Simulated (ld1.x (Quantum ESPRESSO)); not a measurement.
Plane-wave convergence, TM potential for indium (In)

```
Element                 : In
Generator               : ld1.x (Quantum ESPRESSO) 7.5
Type                    : norm-conserving Troullier–Martins (Kleinman–Bylander form)
Functional              : PBE
Relativity              : non-relativistic
Frozen core             : [Kr]
Valence charge          : 13
Reference configuration : 4d10 5s2 5p0.5 (charge +0.5)
Partial waves           : 5p (bound): rc 2.90 bohr; 4d (bound): rc 1.45 bohr; 4f channel at 0.5 Ry: rc 3.00 bohr; 5s (bound): rc 2.10 bohr
Local potential         : the s channel
Core correction         : none
```

The pseudo-atom Hamiltonian at the reference potential is diagonalised in spherical Bessel functions j_l(qr) that vanish at 20 bohr, with q² up to the cutoff. All-electron valence levels (Ry): 5p -0.3953, 4d -1.7085, 5s -0.7922.

Task: How do the lowest levels (Ry) of each channel move with the cutoff, and are there ghosts?

Result:

```json
{"cutoff (Ry)": "8", "p #1": "-0.3935", "p #2": "-0.0661", "d #1": "-0.0960", "d #2": "0.0058", "f #1": "0.0267", "s #1": "-0.7853", "s #2": "-0.1353", "Σ f·Δε (mRy)": "16139.5"}
{"cutoff (Ry)": "18", "p #1": "-0.3952", "p #2": "-0.0665", "d #1": "-0.1808", "d #2": "-0.0204", "f #1": "0.0267", "s #1": "-0.7902", "s #2": "-0.1361", "Σ f·Δε (mRy)": "15281.6"}
{"cutoff (Ry)": "40", "p #1": "-0.3953", "p #2": "-0.0665", "d #1": "-1.4463", "d #2": "-0.0583", "f #1": "0.0267", "s #1": "-0.7921", "s #2": "-0.1363", "Σ f·Δε (mRy)": "2622.6"}
{"cutoff (Ry)": "60", "p #1": "-0.3953", "p #2": "-0.0665", "d #1": "-1.6879", "d #2": "-0.0597", "f #1": "0.0267", "s #1": "-0.7922", "s #2": "-0.1364", "Σ f·Δε (mRy)": "206.4"}
{"cutoff (Ry)": "110", "p #1": "-0.3953", "p #2": "-0.0665", "d #1": "-1.7083", "d #2": "-0.0599", "f #1": "0.0267", "s #1": "-0.7922", "s #2": "-0.1364", "Σ f·Δε (mRy)": "2.0"}
{"cutoff (Ry)": "180", "p #1": "-0.3953", "p #2": "-0.0665", "d #1": "-1.7085", "d #2": "-0.0599", "f #1": "0.0267", "s #1": "-0.7922", "s #2": "-0.1364", "Σ f·Δε (mRy)": "0.0"}
{"cutoff (Ry)": "400", "p #1": "-0.3953", "p #2": "-0.0665", "d #1": "-1.7085", "d #2": "-0.0599", "f #1": "0.0267", "s #1": "-0.7922", "s #2": "-0.1364", "Σ f·Δε (mRy)": "0.0"}
```

Result: no extra level below or beside the all-electron valence levels (p, d, f, s tested); 10 mRy is reached at 90 Ry and 1 mRy at 140 Ry.
